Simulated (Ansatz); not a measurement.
Gas-phase electronic energies from Ansatz, PBE0-D4/def2-TZVP geometries. CCSD(T)/CBS is the MP2 limit (def2-TZVPP, def2-QZVPP) plus CCSD(T) − MP2 in def2-TZVPP, frozen cores. This one scheme is used for every species. DFT in def2-TZVPP. HSE06 is defined as in plane-wave codes. For Ge outer-core shells are correlated without core-valence functions, which leaves a few kJ/mol of doubt a bond. Scalar relativity is left out up to krypton. One conformer a species, not always the lowest.

`C[S][Ge]([CH3])([F])[F]` → fluoromethane + `C[S][Ge][F]`  (germylene formation by 1,1-elimination)

`C[S][Ge]([CH3])([F])[F]`:

```xyz
12

C    -0.430    0.026    2.107
S     0.690   -1.170    1.313
Ge    0.936   -0.137   -0.599
C    -0.536   -0.032   -1.836
F     2.279   -0.893   -1.379
F     1.449    1.488   -0.270
H    -1.398    0.066    1.608
H     0.020    1.016    2.145
H    -0.578   -0.336    3.124
H    -0.221    0.543   -2.707
H    -1.384    0.464   -1.364
H    -0.827   -1.036   -2.143
```

`CF`:

```xyz
5

C     0.030   -0.018    0.050
F    -0.646    0.391   -1.077
H    -0.693   -0.254    0.834
H     0.689    0.787    0.383
H     0.620   -0.906   -0.190
```

`C[S][Ge][F]`:

```xyz
7

C    -0.916    0.004    0.038
S     0.166   -0.395   -1.360
Ge    2.256   -0.166   -0.632
F     1.911    0.317    1.034
H    -1.553    0.840   -0.248
H    -1.535   -0.866    0.253
H    -0.327    0.267    0.914
```

```
                  species  HSE06-D4 energy (Eh)
`C[S][Ge]([CH3])([F])[F]`           -2754.26286
                     `CF`            -139.64902
            `C[S][Ge][F]`           -2614.53471
```

Task: Work out ΔE.

Result: ΔE = (-139.64902) + (-2614.53471) − (-2754.26286) = 0.07913 Eh = +49.7 kcal/mol. CCSD(T)/CBS gives +51.0 kcal/mol.

Largest T1 diagnostic among the species: 0.015.

From BLYP to BHLYP (50 % exact exchange), in def2-TZVPP and without D4, ΔE moves by +12.7 kcal/mol. Leaving LDA and LC-ωPBE aside and taking each functional with its dispersion term where it has one, the values, not all of them listed here, spread over 17.5 kcal/mol, from BLYP-D4 to PBE-QIDH. LDA lies +8.1 kcal/mol from PBE without D4. In def2-TZVPP, CCSD(T) changes the Hartree–Fock value by +4.9 kcal/mol (the triples alone add +0.0 kcal/mol) and MP2 by +9.2 kcal/mol.
